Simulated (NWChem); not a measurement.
System: Si₂H₅O cation

Input file for NWChem:

```
start job
memory heap 200 mb stack 900 mb global 1100 mb
charge 1
geometry units angstroms noautosym nocenter noautoz
  Si     0.003501     1.691948    -0.000533
  O      0.028555     0.128321    -0.005185
  Si    -0.000013    -1.624480    -0.000110
  H     -1.301007     2.381055     0.007180
  H      1.287730     2.417594    -0.004735
  H      1.073950    -2.004841     0.944955
  H     -1.362522    -1.982089     0.454929
  H      0.279491    -1.978275    -1.410514
end
basis spherical
  * library pcsseg-1
end
dft
  xc kt2
  iterations 150
end
property
  shielding
end
task dft property
```

Parts of the log:

```
             Northwest Computational Chemistry Package (NWChem) 7.3.0
             --------------------------------------------------------

                             Geometry "geometry" -> ""
                             -------------------------

 Output coordinates in angstroms (scale by  1.889725989 to convert to a.u.)

  No.       Tag          Charge          X              Y              Z
 ---- ---------------- ---------- -------------- -------------- --------------
    1 Si                  14.0000     0.00350100     1.69194800    -0.00053300
    2 O                    8.0000     0.02855500     0.12832100    -0.00518500
    3 Si                  14.0000    -0.00001300    -1.62448000    -0.00011000
    4 H                    1.0000    -1.30100700     2.38105500     0.00718000
    5 H                    1.0000     1.28773000     2.41759400    -0.00473500
    6 H                    1.0000     1.07395000    -2.00484100     0.94495500
    7 H                    1.0000    -1.36252200    -1.98208900     0.45492900
    8 H                    1.0000     0.27949100    -1.97827500    -1.41051400

 Effective nuclear repulsion energy (a.u.)     146.8837511393

                              NWChem Property Module
                              ----------------------

  itol2e modified to match energy
  convergence criterion.

                                 NWChem DFT Module
                                 -----------------

 Summary of "ao basis" -> "ao basis" (spherical)
 ------------------------------------------------------------------------------
       Tag                 Description            Shells   Functions and Types
 ---------------- ------------------------------  ------  ---------------------
 Si                         pcsseg-1                10       24   4s5p1d
 O                          pcsseg-1                 7       17   3s3p1d
 H                          pcsseg-1                 3        5   2s1p

  itol2e modified to match energy
  convergence criterion.

            General Information
            -------------------
          SCF calculation type: DFT
          Wavefunction type:  closed shell.
          No. of atoms     :     8
          No. of electrons :    40
           Alpha electrons :    20
            Beta electrons :    20
          Charge           :     1
          Spin multiplicity:     1
          Use of symmetry is: off; symmetry adaption is: off
          Maximum number of iterations: 150
          AO basis - number of functions:    90
                     number of shells:    42
          Convergence on energy requested:  1.00D-07
          Convergence on density requested:  1.00D-05
          Convergence on gradient requested:  5.00D-04

              XC Information
              --------------
                          KT2 Method XC Functional
                        Slater Exchange Functional  1.072 local
                           KT1 gradient correction  1.000 non-local
            Perdew 1991 LDA Correlation Functional  0.577 local

             Grid Information
             ----------------
          Grid used for XC integration:  fine
          Radial quadrature: Mura-Knowles
          Angular quadrature: Lebedev.
          Tag              B.-S. Rad. Rad. Pts. Rad. Cut. Ang. Pts.
          ---              ---------- --------- --------- ---------
          Si                  1.10      123          12.0       770
          O                   0.60       70           8.0       590
          H                   0.35       60          13.0       590
          Grid pruning is: on
          Number of quadrature shells:   616
          Spatial weights used:  Erf1

      Superposition of Atomic Density Guess
      -------------------------------------

 Sum of atomic energies:        -654.86496727

 Renormalizing density from      41.00 to     40

      Non-variational initial energy
      ------------------------------

 Total energy =    -645.554051
 1-e energy   =   -1169.038109
 2-e energy   =     376.600307
 HOMO         =      -0.658457
 LUMO         =      -0.332501

[...]

          -----------------------------------------
          Chemical Shielding Tensors (GIAO, in ppm)
          -----------------------------------------

                                NWChem CPHF Module
                                ------------------

  scftype          =     RHF
  nclosed          =       20
  nopen            =        0
  variables        =     1400
  # of vectors     =        3
  tolerance        = 0.10D-03
  level shift      = 0.00D+00
  max iterations   =       50
  max subspace     =       30

 SCF residual:    2.1026812002734722E-004

Iterative solution of linear equations
  No. of variables     1400
  No. of equations        3
  Maximum subspace       30
        Iterations       50
       Convergence  1.0D-04

   iter   nsub   residual    time
   ----  ------  --------  ---------
     1      3    3.72D-04      46.8
     2      6    3.39D-08      51.5

      Atom:    1  Si
        Diamagnetic
    877.6475     -0.0590      0.0234
     -0.0590    883.8011      0.0041
      0.0234      0.0041    882.9336

        Paramagnetic
   -617.0769      1.3049      0.2234
      1.3049   -728.0036     -0.9137
      0.2234     -0.9137   -567.6979

        Total Shielding Tensor
    260.5706      1.2459      0.2468
      1.2459    155.7975     -0.9096
      0.2468     -0.9096    315.2357

           isotropic =     243.8679
          anisotropy =     107.0611

          Principal Components and Axis System
                 1           2           3
              315.2420    260.5844    155.7775

      1         0.0044      0.9999     -0.0119
      2        -0.0057      0.0119      0.9999
      3         1.0000     -0.0043      0.0057

      Atom:    2  O
        Diamagnetic
    375.4052     -0.2449      0.0123
     -0.2449    429.0242      0.0168
      0.0123      0.0168    379.2153

        Paramagnetic
   -413.9292     -6.3037      1.9346
     -6.3037   -429.4139      2.3652
      1.9346      2.3652    -20.4329

        Total Shielding Tensor
    -38.5240     -6.5486      1.9469
     -6.5486     -0.3898      2.3820
      1.9469      2.3820    358.7824

           isotropic =     106.6229
          anisotropy =     378.2766

          Principal Components and Axis System
                 1           2           3
              358.8073    -39.6306      0.6919

      1         0.0048      0.9863     -0.1650
      2         0.0065      0.1649      0.9863
      3         1.0000     -0.0058     -0.0057

      Atom:    3  Si
        Diamagnetic
    876.6568      0.1255      0.0012
      0.1255    889.1901      0.0087
      0.0012      0.0087    876.8700

        Paramagnetic
   -584.2800      0.5540      0.4297
      0.5540   -452.9447      1.7478
      0.4297      1.7478   -575.5478

        Total Shielding Tensor
    292.3768      0.6794      0.4309
      0.6794    436.2454      1.7565
      0.4309      1.7565    301.3222

           isotropic =     343.3148
          anisotropy =     139.4351

          Principal Components and Axis System
                 1           2           3
              436.2715    301.3192    292.3536

      1         0.0048      0.0471      0.9989
      2         0.9999     -0.0132     -0.0041
      3         0.0130      0.9988     -0.0472

      Atom:    4  H
        Diamagnetic
     31.9608     -6.7267     -0.0697
     -6.7267     26.1055      0.0427
     -0.0697      0.0427     21.0670

        Paramagnetic
     -4.7817      3.0756      0.0493
      3.0756     -1.4652     -0.0012
      0.0493     -0.0012      0.1692

        Total Shielding Tensor
     27.1791     -3.6511     -0.0204
     -3.6511     24.6403      0.0414
     -0.0204      0.0414     21.2362

           isotropic =      24.3519
          anisotropy =       8.1352

          Principal Components and Axis System
                 1           2           3
               29.7754     22.0449     21.2354

      1         0.8150      0.5794     -0.0118
      2        -0.5795      0.8146     -0.0248
      3        -0.0048      0.0271      0.9996

      Atom:    5  H
        Diamagnetic
     31.5926      6.8827     -0.0307
      6.8827     26.4713     -0.0192
     -0.0307     -0.0192     21.0954

        Paramagnetic
     -4.5775     -3.1960     -0.0033
     -3.1960     -1.6319      0.0240
     -0.0033      0.0240      0.1024

        Total Shielding Tensor
     27.0151      3.6867     -0.0340
      3.6867     24.8394      0.0047
     -0.0340      0.0047     21.1979

           isotropic =      24.3508
          anisotropy =       8.1306

          Principal Components and Axis System
                 1           2           3
               29.7712     22.0840     21.1971

      1         0.8009     -0.5985      0.0186
      2         0.5987      0.8007     -0.0201
      3        -0.0028      0.0272      0.9996

      Atom:    6  H
        Diamagnetic
     28.7242     -3.8093      6.5405
     -3.8093     26.4019     -3.3489
      6.5405     -3.3489     27.1846

        Paramagnetic
     -3.3935      2.0935     -3.9843
      2.0935     -0.5417      1.6904
     -3.9843      1.6904     -2.7448

        Total Shielding Tensor
     25.3307     -1.7158      2.5562
     -1.7158     25.8603     -1.6586
      2.5562     -1.6586     24.4398

           isotropic =      25.2103
          anisotropy =       5.9638

          Principal Components and Axis System
                 1           2           3
               29.1861     24.1651     22.2795

      1         0.6131      0.4913     -0.6187
      2        -0.5825      0.8102      0.0662
      3         0.5337      0.3198      0.7829

      Atom:    7  H
        Diamagnetic
     33.3448      4.7228     -4.0161
      4.7228     26.2480     -1.5504
     -4.0161     -1.5504     22.7503

        Paramagnetic
     -6.2693     -2.5429      2.4740
     -2.5429     -0.4595      0.7763
      2.4740      0.7763     -0.0180

[...]
```

Level: KT2/pcSseg-1, GIAO. The geometry was optimised at PBE0/def2-SVP. The printed shielding anisotropy is the first printed principal value minus the mean of the other two.
